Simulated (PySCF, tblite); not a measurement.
Species: CH₅F₃O₃Si₂.
Z-matrix (Å and degrees, GFN2-xTB geometry), rows numbered from 1:
```
O 
Si  1  1.6144
O   2  1.6061  1  108.56
O   2  1.6553  1  109.22  3  -118.95
Si  4  1.5899  2  159.33  1   -19.43
C   5  1.9554  4  104.50  2   -30.48
F   6  1.3608  5  111.66  4    42.13
F   6  1.3465  5  114.87  4   162.21
F   6  1.3487  5  112.92  4   -76.14
H   1  0.9548  2  121.63  3   167.06
H   2  1.4431  1  117.19  3   121.74
H   3  0.9547  2  121.71  1   -23.81
H   5  1.4572  4  111.65  2    82.69
H   5  1.4529  4  109.55  2  -143.86
```

Level of theory: B3LYP/def2-SVPD in PySCF (dipole) on a GFN2-xTB geometry, gas phase.

Take the most abundant isotopes and a rigid rotor. The values belong to one conformer with, in the numbering `[OH:1][SiH:2]([OH:3])[O:4][SiH2:5][C:6]([F:7])([F:8])[F:9]`, H–O1–Si2–O3 167°, O1–Si2–O3–H -24°, O1–Si2–O4–Si5 -19°, Si2–O4–Si5–C6 -30°.

Task: What are A, B and C (GHz)?

Result: Ia = 217.18, Ib = 791.72, Ic = 884.43 u·Å²; 505379 MHz·u·Å²/I gives 2327, 638.3 and 571.4 MHz, that is A = 2.3271, B = 0.6383, C = 0.5714 GHz.

Task: Classify the top.

Result: A near-prolate asymmetric top. Ray's parameter κ = (2B − A − C)/(A − C) = -0.924; −1 is the prolate and +1 the oblate limit.

Task: What does the inertial defect say?

Result: Not planar: Δ = Ic − Ia − Ib = -124.47 u·Å². For a rigid frame Δ = −2 Σ m c², so Σ m c² = 62.24 u·Å² lies off the ab plane: 7.93 from hydrogen and 54.30 from heavier atoms. The atom farthest from that plane is 1.81 Å away.

Task: Give the coordinates in the principal-axis frame, origin at the centre of mass.

Result: The sense of each axis is arbitrary; atoms in the order of the calculation.
```
atom  mass (u)   a (Å)   b (Å)   c (Å)
  O1    15.995   1.818  -1.534   0.495
 Si2    27.977   2.062  -0.198  -0.378
  O3    15.995   3.440   0.478   0.096
  O4    15.995   0.818   0.861  -0.115
 Si5    27.977  -0.619   1.391   0.313
  C6    12.000  -1.817  -0.118  -0.019
  F7    18.998  -1.266  -1.295   0.384
  F8    18.998  -3.007  -0.044   0.607
  F9    18.998  -2.096  -0.289  -1.327
 H10     1.008   0.975  -1.982   0.499
 H11     1.008   2.129  -0.351  -1.812
 H12     1.008   3.802   0.321   0.965
 H13     1.008  -0.697   1.632   1.748
 H14     1.008  -1.037   2.447  -0.594
```

Task: Where do the levels up to J = 4 lie, in cm⁻¹?

Result: Above 0(0,0):
J = 1: 1(0,1) 0.0404, 1(1,1) 0.0967, 1(1,0) 0.0989
J = 2: 2(0,2) 0.1210, 2(1,2) 0.1752, 2(1,1) 0.1819, 2(2,1) 0.3508, 2(2,0) 0.3509
J = 3: 3(0,3) 0.2418, 3(1,3) 0.2928, 3(1,2) 0.3062, 3(2,2) 0.4719, 3(2,1) 0.4722, 3(3,1) 0.7592, 3(3,0) 0.7592
J = 4: 4(0,4) 0.4026, 4(1,4) 0.4496, 4(1,3) 0.4720, 4(2,3) 0.6333, 4(2,2) 0.6342, 4(3,2) 0.9207, 4(3,1) 0.9207, 4(4,1) 1.3227, 4(4,0) 1.3227
The levels of one J sum to (2J + 1)J(J + 1)(A + B + C)/3.

Task: Predict some low-J microwave lines.

Result: The dipole components are |μa| = 0.62 D, |μb| = 0.98 D, |μc| = 1.27 D. The squared components, which scale the intensities, stand as 0.24 : 0.59 : 1.00 (a : b : c). Some lines, for components of 0.1 D or more:

```tsv
type	branch	J(Ka,Kc)	MHz	lower level (cm⁻¹)
b	R	2(0,2) ← 1(1,1)	729	0.097
a	R	1(0,1) ← 0(0,0)	1210	0.000
c	Q	2(1,2) ← 2(0,2)	1624	0.121
c	Q	1(1,1) ← 1(0,1)	1689	0.040
b	Q	1(1,0) ← 1(0,1)	1756	0.040
b	Q	2(1,1) ← 2(0,2)	1824	0.121
a	R	2(1,2) ← 1(1,1)	2353	0.097
a	R	2(0,2) ← 1(0,1)	2418	0.040
a	R	2(1,1) ← 1(1,0)	2486	0.099
b	R	1(1,1) ← 0(0,0)	2898	0.000
c	R	1(1,0) ← 0(0,0)	2965	0.000
b	R	2(1,2) ← 1(0,1)	4041	0.040
c	R	2(1,1) ← 1(0,1)	4242	0.040
c	Q	2(2,1) ← 2(1,1)	5066	0.182
b	Q	2(2,0) ← 2(1,1)	5068	0.182
b	Q	2(2,1) ← 2(1,2)	5267	0.175
b	R	2(2,1) ← 1(1,0)	7553	0.099
c	R	2(2,0) ← 1(1,0)	7555	0.099
c	R	2(2,1) ← 1(1,1)	7619	0.097
b	R	2(2,0) ← 1(1,1)	7621	0.097
```

Its GFN2-xTB frequencies are all real (lowest 17 cm⁻¹). Zero-point vibration and centrifugal distortion are left out.
